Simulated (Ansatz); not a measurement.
Geometry optimisation, RKS r2SCAN-D4/def2-SVP in Ansatz.

Input file:

```yaml
crystal:
  periodic: [false, false, false]
  atoms:
    - { symbol: W, position_ang: [0.0, 0.0, 0.0] }
    - { symbol: H, position_ang: [0.0, 0.0, 1.72] }
    - { symbol: F, position_ang: [1.85, 0.0, 0.0] }
    - { symbol: F, position_ang: [0.0, 1.85, 0.0] }
    - { symbol: O, position_ang: [-1.94, 0.0, 0.0] }
    - { symbol: H, position_ang: [-2.2771, -0.1263, 0.9437] }
    - { symbol: F, position_ang: [0.0, -1.85, 0.0] }
    - { symbol: F, position_ang: [0.0, 0.0, -1.85] }
basis:
  gaussian: { orbitals: def2-SVP }
hamiltonian:
  xc: r2scan
  dispersion: d4
relax:
  f_tol: 0.02
  max_steps: 40
output:
  orbitals: {}
```

Command:

```bash
$ ansatz run input.yaml --threads 2 --pin off --max-ram 3072MiB --backend cpu --events-out ev --progress --plain --runs-dir out
```

Q: Where does it end, and by what steps?

A: The forces met the threshold. After 15 steps the energy has fallen by 0.710 eV; F3 moved furthest, 0.75 Å.

```tsv
step	energy less start (eV)	largest force component (eV/Å)	accepted
0	0.0000	2.393	yes
1	-0.4043	1.040	yes
2	-0.5158	1.127	yes
3	-0.5702	0.612	yes
4	-0.5870	0.434	yes
5	-0.5991	0.211	yes
6	-0.6033	0.591	yes
7	-0.6221	0.385	yes
8	-0.6611	0.140	yes
9	-0.6699	0.602	yes
10	-0.6963	0.309	yes
11	-0.7049	0.224	yes
12	-0.7059	0.381	yes
13	-0.7092	0.073	yes
14	-0.7098	0.021	yes
15	-0.7099	0.014	yes
```

```xyz
8
Properties=species:S:1:pos:R:3
W 0.008 -0.020 -0.098
H -0.296 0.567 1.469
F 1.684 -0.206 0.698
F 0.535 1.759 -0.291
O -1.816 -0.342 0.205
H -2.229 -0.315 1.080
F 0.264 -1.844 -0.375
F -0.518 0.275 -1.874
```

The run took 94 s on 2 threads of Arm Neoverse V1 (shared host), peak memory 0.19 GiB.
